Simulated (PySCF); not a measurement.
## Polarisability and C₆ of Si²⁺ (silicon, charge +2)

[Ne] 3s2, closed-shell 1S. Calculation: PySCF 2.14, in dyall-av2z (13s9p2d, 50 functions); no relativity, point nucleus. Coupled (time-dependent) response in atomic units; α is the mean over directions. A double-zeta set is small for polarisabilities.

| method | mean α (bohr³) | C₆ (like pair) | S(−4) |
| --- | --- | --- | --- |
| UHF | 12.46 | 44.00 | 89.00 |
| PBE | 11.58 | 39.10 | 78.39 |
| PBE0 | 11.83 | 40.39 | 81.37 |
| B3LYP | 11.44 | 38.39 | 76.31 |
| wB97X-V | 12.03 | 41.45 | 84.21 |

S(−4) is the Cauchy moment in α(ω) = α(0) + S(−4) ω² + …

α(iu) at PBE:

| u (hartree) | α(iu) (bohr³) |
| --- | --- |
| 0 | 11.58 |
| 0.0500 | 11.39 |
| 0.100 | 10.85 |
| 0.200 | 9.122 |
| 0.300 | 7.216 |
| 0.500 | 4.346 |
| 0.750 | 2.473 |
| 1.00 | 1.562 |
| 1.50 | 0.7854 |
| 2.00 | 0.4790 |
| 3.00 | 0.2409 |
| 5.00 | 0.1027 |

A single London oscillator, α(iu) = α/(1 + u²/ω²), gives C₆ = (3/4) ω α². Matching the computed C₆ needs ω = 4 × 39.10 / (3 × 11.58²) = 0.389 hartree.

For an ion, C₆ is the dispersion term alone; charge-induced terms of lower order in 1/R come first.
